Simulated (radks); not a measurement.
The mean radii <r> (bohr) of the occupied orbitals of an atom or ion are listed with their occupations. Method: non-relativistic Kohn-Sham, BLYP, spin-unpolarised, spherical densities, point nucleus; computed with a radial shooting solver on a logarithmic mesh with Libxc functionals.

orbital  occ.      <r>
1s          2  0.01967
2s          2  0.08294
2p          6  0.07011
3s          2   0.2098
3p          6   0.2001
3d         10   0.1750
4s          2   0.4631
4p          6   0.4680
4d         10   0.4780
4f         13   0.5101
5s          2    1.053
5p          6    1.139
5d          6    1.447
6s          1    2.525

Name the element and its charge.

Answer. Z = 77, iridium, charge +3: Ir3+ in [Xe] 4f13 5d6 6s1. The 1s radius gives Z: for a bare nucleus <r> = 1.5/Z, 0.01948 bohr for Z = 77, and screening makes it slightly larger (0.01967 here). The occupations add up to 74, and the charge is Z minus that.
